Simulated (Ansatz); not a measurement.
A nudged elastic band was laid between two geometries of CH10N2SiSn (15 atoms, charge 0, multiplicity 1).

Level of theory: RKS LDA/def2-SVP in Ansatz 0.2.0.

```yaml
movable_images: 5
climbing_image: yes
spring: 5.0 eV/Å²
optimiser: quadratic models (default)
start_path: through a guess of the saddle point
force_threshold: 0.03 eV/Å
iteration_limit: 60
end_points: relaxed
```

Image 0:

```xyz
15
Properties=species:S:1:pos:R:3
N 1.880 -0.110 -0.250
C 0.960 -0.700 0.679
N 0.510 0.029 1.828
Sn -0.815 -1.227 -0.457
Si -1.671 1.072 -1.161
H 1.518 0.769 -0.648
H 2.802 0.085 0.170
H 1.394 -1.665 1.029
H 0.057 0.918 1.570
H 1.271 0.239 2.493
H -0.457 -2.180 -1.844
H -1.998 -2.031 0.501
H -0.616 1.781 -1.978
H -2.943 1.045 -1.967
H -1.915 1.923 0.064
```

Image 6:

```xyz
15
Properties=species:S:1:pos:R:3
N 1.994 0.021 -0.001
C 0.986 -0.635 0.778
N 0.459 0.142 1.851
Sn -0.777 -1.234 -0.398
Si -1.662 1.068 -1.067
H 1.616 0.783 -0.584
H 2.526 -0.621 -0.603
H 1.428 -1.574 1.182
H -0.112 0.932 1.515
H 1.229 0.541 2.415
H -0.260 -2.048 -1.832
H -2.006 -2.176 0.359
H -0.532 1.865 -1.679
H -2.798 1.050 -2.056
H -2.116 1.836 0.153
```

(1) Which bonds break or form, and what moves?

(2) What energy profile does the band end with?

(3) What is the geometry of the highest image?

(4) What are the harmonic wavenumbers there?

Answers

(1) No bond is made or broken. The height of N1 over the plane of its neighbours goes from 0.35 to -0.34 Å.

(2) It converged. The highest image is number 3 of 0 to 6, 2.1 kcal/mol above the first end and 2.4 kcal/mol above the last; the last end lies 0.3 kcal/mol below the first. A vibrational analysis at the climbing image gives one clearly imaginary mode, 473i cm⁻¹: a first-order saddle point.

```csv
image,path coordinate (Å),energy (kcal/mol),height of N1 over the plane of its neighbours (Å)
0,0.00,0.0,0.35
1,0.28,0.1,0.35
2,0.57,0.7,0.26
3,0.85,2.1,0.01
4,1.15,0.7,-0.25
5,1.45,-0.2,-0.32
6,1.75,-0.3,-0.34
```

(3) 
```xyz
15
Properties=species:S:1:pos:R:3
N 1.885 -0.007 -0.135
C 0.965 -0.648 0.724
N 0.463 0.063 1.870
Sn -0.819 -1.232 -0.399
Si -1.674 1.063 -1.120
H 1.592 0.778 -0.720
H 2.864 -0.286 -0.184
H 1.424 -1.601 1.072
H -0.074 0.895 1.582
H 1.243 0.405 2.457
H -0.378 -2.133 -1.802
H -2.046 -2.087 0.457
H -0.557 1.814 -1.809
H -2.854 1.045 -2.056
H -2.057 1.880 0.092
```

(4) 473i, 42, 62, 93, 180, 225, 264, 300, 305, 380, 401, 436, 484, 504, 538, 564, 679, 784, 803, 888, 891, 950, 1012, 1090, 1167, 1241, 1325, 1507, 1552, 1839, 1858, 2123, 2139, 2162, 2992, 3358, 3452, 3507, 3636 cm⁻¹.

Run time: 110 s on 2 threads of Arm Neoverse V2, with other jobs on the host, peak memory 0.18 GiB.
